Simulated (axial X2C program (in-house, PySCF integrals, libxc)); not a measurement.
## Worked dissociation energy of KN⁻: CCSD, two-component

Calculated with an in-house relativistic program for diatomic molecules. Two-component (2c) means X2C with spin–orbit coupling and atomic mean-field two-electron Coulomb and Gaunt terms. Basis: K dyall-acv3z [12s13p7d3f], N dyall-av3z [7s7p3d2f] (cores contracted in-house); Gaussian nuclei, density fitting, unrestricted open shells. Masses: K 38.964 u, N 14.003 u.

Molecular state: Ω = 3/2 (⟨Sz⟩ = 1.50, ⟨Lz⟩ = 0.00 at HF).

Correlated methods: 15 electrons correlated (number of frozen shells: K 2 s, 1 p; N 1 s), 255 virtual spin orbitals or spinors in MP2, 90 natural virtuals in coupled cluster.

```
E(K-) (2M_J = 0) : -601.623517 hartree
E(N) (2M_J = 3)  : -54.546524 hartree
E(KN⁻) at Re     : -656.195083 hartree
ωe               : 265.1 cm⁻¹
```

Q: Work out De and D0.

A: De = -601.623517 + (-54.546524) − (-656.195083) = 0.02504 hartree = 0.681 eV. The zero-point energy is ωe/2 = 133 cm⁻¹ = 0.016 eV, so D0 = 0.665 eV.

One determinant describes the state; a PBE0 search over occupations chose it and may have missed a lower one. De is counted from the lowest determinant-based energies of the atoms at the same level, without counterpoise correction. CCSD ran in a truncated set of natural virtual spinors with an MP2 remainder; without triples it tends to underbind. PBE0 can misorder states that lie within some tenths of an eV, so this need not be the ground state of the molecule. The nearest other spin-free determinant of the search, M_S = 1/2, Λ = 0, lies 0.03 eV up at the distance of the search. With several unpaired electrons one determinant need not be a pure state. A state of lower Ω lies just above, and one determinant can place such states too high, so the state shown need not be the lowest. The search has Ω = 1/2 only 0.03 eV up. This is the top spin component of a Σ state; components of lower Ω are not single determinants and can lie lower.

Each atomic determinant is the lowest at this level and need not be a pure J level. Totals compare only within one Hamiltonian and basis.
